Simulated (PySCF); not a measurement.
**Spin–spin coupling constants**

Geometry (Å), atoms numbered from 1 in this order:
```xyz
15

Ti    0.6898   -0.3340    0.1890
O     0.8966   -0.5057    1.9614
H     1.6658   -0.7905    2.4617
O     2.2485   -0.7256   -0.6033
H     2.4391   -1.4005   -1.2605
O     0.2138    1.3352   -0.1560
C     0.2147    2.7133   -0.0925
H     0.1956    3.0659    0.9550
H    -0.6719    3.1273   -0.6055
H     1.1129    3.1356   -0.5789
O    -0.5587   -1.4500   -0.3837
C    -1.8450   -1.9512   -0.4453
H    -2.1955   -2.2778    0.5506
H    -1.8856   -2.8244   -1.1206
H    -2.5531   -1.1938   -0.8275
```

Couplings: PBE/pcJ-1 (pcSseg-1 on Ti) (without the spin–dipole term) in PySCF, geometry PBE0-D3(BJ)/def2-SVP; gas phase, one conformer, non-relativistic. Couplings are averaged over pairs made equivalent by symmetry, fast rotation or ring inversion, so a value needn't be that of the named pair in this geometry, while other rotamers aren't included; one pair stands for each set, and the list holds those of at least 1.5 Hz over up to four bonds, among pairs with at least one H or C atom (others weren't computed).

Isotopes: $^{13}$C, $^{1}$H, $^{17}$O. Couplings to quadrupolar nuclei such as 17O and 33S are rarely resolved in practice.

```
  pair  bonds  J (Hz)
O2, H3      1   -72.7
O6, C7      1    21.0
C7, H8      1       ?
O6, H8      2    -3.1
H8, H9      2       ?
```

Problem. Estimate the withheld couplings, with signs.

Solution. 
- $^{1}J$(C7,H8) = 133.4 Hz (bond length 1.105 Å)
- $^{2}J$(H8,H9) = -10.8 Hz
